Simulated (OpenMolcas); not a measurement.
# Ionisation energies of cerium

| Quantity | Value |
| --- | --- |
| Program | OpenMolcas |
| Basis | ANO-RCC-VDZP [7s6p4d2f1g] |
| Scalar Hamiltonian | DKH2, point nucleus |
| Spin-orbit coupling | RASSI with atomic mean-field integrals over the reference wave functions, term energies averaged over their components |

Active shells in each charge state: the valence f shell, with orbitals averaged over the low states. Where CASPT2's correlated closed shells are named, they are those of the first ion.

A. CASSCF
B. SS-CASPT2, IPEA 0.25 Eh, imaginary shift 0.1 Eh (closed shells correlated: 5s 5p)
C. SS-CASPT2, IPEA 0.25 Eh, imaginary shift 0.1 Eh (closed shells correlated: 4d 5s 5p)
D. SS-CASPT2, IPEA 0 Eh, imaginary shift 0.1 Eh (closed shells correlated: 5s 5p)

Energies in eV between the lowest computed levels, named as in B; reference values from the NIST Atomic Spectra Database with their kind.

```
           From               To       A       B       C       D  Spin-orbit share in B                Reference
   Ce2+ 4f2 3H4  Ce3+ 4f 2F* 5/2  18.201  19.526  19.418  19.657                 +0.073  20.197 (semi-empirical)
Ce3+ 4f 2F* 5/2     Ce4+ 5p6 1S0  35.308  36.095  35.683  36.112                 +0.172  36.906 (semi-empirical)
```

The lowest level within the active space need not be the ion's true ground level.

* marks odd parity.
